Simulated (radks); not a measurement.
Spherical quantum dot in the effective-mass picture: electrons in a hard-walled sphere of radius 2.16, with a point charge +1 (a donor) at the centre, all in effective atomic units (hartree* = m*/eps^2 hartree, bohr* = eps/m* bohr), one dielectric constant everywhere. Method: non-relativistic Kohn-Sham, LDA (Slater exchange, Perdew-Wang correlation), spin-polarised, spherical densities; computed with a radial shooting solver with Libxc functionals. Levels are named by radial order and angular momentum (1s, 1p, 1d, 2s, ...), and open shells are averaged over m. Results are scaled to m* = 0.081 and eps = 4.9, for which hartree* = 91.8 meV and bohr* = 3.201 nm.

N = 18, configuration 1s2 1p6 1d10. This is the lowest configuration that the search found. Occupied and some empty levels:

| level | occupation | eigenvalue (meV) | <r> (nm) |
|---|---|---|---|
| 1s | 2 | 1041.7 | 3.920 |
| 1p | 6 | 1119.5 | 4.483 |
| 1d | 10 | 1225.1 | 4.758 |
| 2s | 0 | 1292.5 | 3.103 |
| 1f | 0 | 1360.2 | 4.951 |
| 2p | 0 | 1518.4 | 3.583 |

Energy (meV): total 11949.3, kinetic 4883.1, external -1251.5, Hartree 9458.8, exchange-correlation -1141.2.

Electron density:

| r (nm) | n(r) (e/nm^3) |
|---|---|
| 0.360 | 0.009492 |
| 0.705 | 0.008440 |
| 1.05 | 0.008115 |
| 1.39 | 0.008449 |
| 1.74 | 0.009418 |
| 2.08 | 0.01100 |
| 2.43 | 0.01316 |
| 2.77 | 0.01578 |
| 3.12 | 0.01868 |
| 3.46 | 0.02153 |
| 3.81 | 0.02396 |
| 4.15 | 0.02544 |
| 4.49 | 0.02549 |
| 4.84 | 0.02373 |
| 5.19 | 0.02012 |
| 5.53 | 0.01512 |
| 5.87 | 0.009502 |
| 6.22 | 0.004481 |
| 6.56 | 0.001151 |
| 6.91 | 2.317e-06 |
